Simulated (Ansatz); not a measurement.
Species: CH$_{6}$GeN, charge 0, multiplicity 2. It need not be the lowest isomer of its formula. 
Geometry from a B3LYP-D3(BJ)/def2-TZVP (Ansatz, a program for electronic structure) optimisation:
```xyz
9

C     -2.0635     0.2113    -0.3679
N     -0.9228    -0.6511    -0.4489
Ge     0.7059     0.0423     0.1650
H     -1.8690     1.2542    -0.6572
H     -2.4128     0.2497     0.6778
H     -2.8910    -0.1805    -0.9662
H      1.8191    -0.5992    -0.6747
H      0.7516     1.5841     0.0491
H      0.8532    -0.3729     1.6422
```
Charge 0, spin multiplicity 2.

Property: atomisation energy (electronic, to ground-state atoms), in kcal/mol. Correlated levels leave the core frozen unless marked. Open shells are spin-unrestricted. No spin-orbit coupling. Frozen are the shells of the preceding noble gas and the d and f shells that filled before the atom's block. Non-relativistic. The coupled-cluster limit lacks core correlation, which all-electron functionals hold. CBS marks a two-point X^-3 extrapolation of the correlation energy; Hartree-Fock from the larger set.

```csv
level,program,atomisation energy (kcal/mol),minus last row
HF/aug-cc-pVDZ,Ansatz,459.5,-194.1
r2SCAN/def2-TZVPD,Ansatz,658.3,4.7
MP2/aug-cc-pVTZ,Ansatz,634.6,-19.0
"MP2/CBS(aug-cc-pVTZ,aug-cc-pVQZ)",Ansatz,649.4,-4.2
"MP2/CBS(cc-pVTZ,cc-pVQZ)",Ansatz,649.0,-4.6
CCSD(T)/cc-pVQZ,Ansatz,646.6,-7.0
"CCSD(T)/CBS(aug-cc-pVTZ,aug-cc-pVQZ)",Ansatz,653.6,0.0
```
